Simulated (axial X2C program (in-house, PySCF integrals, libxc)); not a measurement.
# SrH: a run with one poor setting

All values were computed with an in-house all-electron X2C program for linear molecules (integrals from PySCF). Two-component (2c) means X2C with spin–orbit coupling and atomic mean-field two-electron Coulomb and Gaunt terms. Basis: Sr dyall-v3z [13s12p8d3f], H dyall-v3z [6s2p1d] (cores contracted in-house); Gaussian nuclei, density fitting, unrestricted open shells. Masses: Sr 87.906 u, H 1.008 u.

One setting of this run was spoiled on purpose, so its numbers are not properties of SrH. Level: MP2, 2c; state Ω = 1/2 (⟨Sz⟩ = 0.50, ⟨Lz⟩ = 0.00 at HF).

```json
{"R (Å)": "1.854", "E − E(lowest point) (eV)": "0.3112"}
{"R (Å)": "1.939", "E − E(lowest point) (eV)": "0.1389"}
{"R (Å)": "2.003", "E − E(lowest point) (eV)": "0.0594"}
{"R (Å)": "2.067", "E − E(lowest point) (eV)": "0.0150"}
{"R (Å)": "2.131", "E − E(lowest point) (eV)": "0.0000"}
{"R (Å)": "2.206", "E − E(lowest point) (eV)": "0.0129"}
{"R (Å)": "2.280", "E − E(lowest point) (eV)": "0.0521"}
{"R (Å)": "2.376", "E − E(lowest point) (eV)": "0.1324"}
{"R (Å)": "2.493", "E − E(lowest point) (eV)": "0.2635"}
{"R (Å)": "2.664", "E − E(lowest point) (eV)": "0.4931"}
```

Fit: Re 2.137 Å, ωe 1261.6 cm⁻¹, residual 0.047 microhartree, De 1.53 eV.

11 electrons were correlated into 113 virtual spinors.

**Question.** Which setting was spoiled?
A. an excited determinant was followed
B. virtual space cut too low
C. too few iterations allowed
D. density fitting set too sparse
E. integration grid too coarse

**Answer.** B. Virtual space cut too low: only virtuals below 3 hartree against the usual 25.
